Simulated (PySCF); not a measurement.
Al(SeH)3, H₃AlSe₃, SMILES [SeH][Al]([SeH])[SeH] (PBE0/def2-SVP optimised geometry):

```
7

Al     0.063    -0.079     0.000
Se     0.138    -2.393     0.000
H      1.610    -2.393     0.000
Se    -1.998     0.887     0.437
H     -1.544     2.213    -0.014
Se     1.998     1.122    -0.438
H      1.388     2.393    -0.014
```

Computed with PBE0/def2-TZVP (PySCF 2.14.0).

**Question.** What are the frontier orbital energies and the dipole moment?

**Answer.** HOMO-2 -8.04 eV, HOMO-1 -7.37 eV, HOMO -7.32 eV, LUMO -1.02 eV, LUMO+1 -0.97 eV; dipole moment 1.12 D.

On the same geometry PBE/def2-TZVP (PySCF) gives HOMO-2 -6.86 eV, HOMO-1 -6.23 eV, HOMO -6.19 eV, LUMO -1.79 eV, LUMO+1 -1.67 eV; dipole moment 1.02 D.

Meta-Löwdin charges at PBE0/def2-TZVP: Al1 0.50, Se2 -0.25, H3 0.09, Se4 -0.25, H5 0.08, Se6 -0.25, H7 0.08.
